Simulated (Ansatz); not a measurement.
# Ligand exchange: AuBr + SnH3(SH) → AuSH + SnH3Br

Species: AuBr (bromogold), singlet; SnH3(SH), singlet; AuSH `[SH][Au]`, singlet; SnH3Br `[Br][SnH3]`, singlet. The partners trade Br for SH: Au–Br and Sn–SH bonds give way to Au–SH and Sn–Br.

Shapes, held fixed at every level: PBE0-D4/def2-TZVP. Programs: Ansatz 0.2.0. The zero-point and thermal change to 298 K, harmonic and unscaled (PBE0-D4/def2-TZVP), is -1.0 kJ/mol.

Estimate ΔH(298 K) of this reaction.

The highest level, CCSD(T)/def2-TZVPP, gives ΔH(298 K) = -29.4 kJ/mol; the levels span -40.6 to -22.2. The column of differences is taken from that level and isn't an error. No measured value is set beside it here. T1 is large for AuBr (0.022), AuSH (0.025), so single-reference values are less sure there. For atoms past krypton def2 sets carry core potentials with scalar relativity. Relativity is left out for Br. Outer-core shells of Au, Br, Sn are correlated in most correlated rows, in sets that cover them unevenly. Times are processor times on shared x86 and Arm servers, and rough.

```json
{"level": "PBE-D4/def2-TZVPP", "kind": "GGA", "ΔH(298 K) (kJ/mol)": "-36.4", "less CCSD(T)/def2-TZVPP": "-7.0", "CPU time (sum over the molecules)": "10 s"}
{"level": "B3LYP-D4/def2-TZVPP", "kind": "global hybrid", "ΔH(298 K) (kJ/mol)": "-30.7", "less CCSD(T)/def2-TZVPP": "-1.3", "CPU time (sum over the molecules)": "14 s"}
{"level": "BHLYP-D4/def2-TZVPP", "kind": "global hybrid", "ΔH(298 K) (kJ/mol)": "-22.2", "less CCSD(T)/def2-TZVPP": "+7.2", "CPU time (sum over the molecules)": "11 s"}
{"level": "PBE0-D4/def2-TZVPP", "kind": "global hybrid", "ΔH(298 K) (kJ/mol)": "-29.8", "less CCSD(T)/def2-TZVPP": "-0.4", "CPU time (sum over the molecules)": "11 s"}
{"level": "r2SCAN0-D4/def2-TZVPP", "kind": "global hybrid", "ΔH(298 K) (kJ/mol)": "-31.8", "less CCSD(T)/def2-TZVPP": "-2.4", "CPU time (sum over the molecules)": "19 s"}
{"level": "MP2/def2-TZVPP", "kind": "perturbation theory", "ΔH(298 K) (kJ/mol)": "-40.6", "less CCSD(T)/def2-TZVPP": "-11.2", "CPU time (sum over the molecules)": "–"}
{"level": "CCSD/def2-TZVPP", "kind": "coupled cluster or CI", "ΔH(298 K) (kJ/mol)": "-26.0", "less CCSD(T)/def2-TZVPP": "+3.4", "CPU time (sum over the molecules)": "–"}
{"level": "CCSD(T)/def2-TZVPP", "kind": "coupled cluster or CI", "ΔH(298 K) (kJ/mol)": "-29.4", "less CCSD(T)/def2-TZVPP": "0.0", "CPU time (sum over the molecules)": "65 s"}
```
